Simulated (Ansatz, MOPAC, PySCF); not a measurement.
Complex: HF (SMILES F) (first 2 atoms) with C2H2 (SMILES C#C); geometry from B3LYP-D3(BJ)/def2-TZVP, rigid monomers moved along the line of their centres of mass till H2···C3 is 1.99 Å.
(charge 0, multiplicity 1):
```
atom    x (Å)    y (Å)   z (Å)
----  -------  -------  ------
F     -0.0325  -0.0116  0.3487
H     -0.0182  -0.0044  1.2833
C      0.2518  -0.5381  3.1787
C     -0.2334   0.5575  3.1777
H      0.6828  -1.5107  3.1876
H     -0.6641   1.5302  3.1849
```

Interaction energies are E(AB) − E(A) − E(B) at the monomers' geometry in the complex; basis-set methods are counterpoise corrected. Rows marked so take none.

Correlated levels freeze the cores. CBS(a, b) extrapolates the correlation energy as X⁻³ and adds the Hartree–Fock energy of set b. Rows in 3-21G, 6-311+G**, 6-31G* carry no dispersion term and start afresh at each structure (6-31G* with six Cartesian d functions). MP2/6-31G* freezes PySCF's default core. The state that PM6, PM7 reach isn't checked; PM7 holds dispersion and hydrogen-bond terms.

The values were computed with Ansatz (an electronic-structure program) with Gaussian orbitals; MOPAC for PM6, PM7 (differences of heats of formation); PySCF for 3-21G rows, 6-311+G** rows, 6-31G* rows, the dispersion terms. 

Other levels give for the interaction energy: PBE/def2-TZVPPD -4.37; B3LYP/def2-TZVPPD -3.20; B3LYP-D3(BJ)/def2-TZVPPD -4.28; wB97M-V/def2-TZVPPD -4.08; CCSD(T)/CBS(aug-cc-pVDZ, aug-cc-pVTZ) -3.64 kcal/mol.

Common cheap choices:

```csv
level,interaction energy (kcal/mol),"less -3.64 (CCSD(T)/CBS(aug-cc-pVDZ, aug-cc-pVTZ))"
PM6,3.20,6.85
PM7,3.08,6.73
BP86/6-31G* (no counterpoise),-4.18,-0.53
B3LYP/3-21G (no counterpoise),-3.55,0.09
B3LYP/6-31G*,-2.43,1.22
B3LYP/6-31G* (no counterpoise),-4.44,-0.80
B3LYP/6-311+G** (no counterpoise),-3.42,0.23
MP2/6-31G* (no counterpoise),-3.51,0.14
```
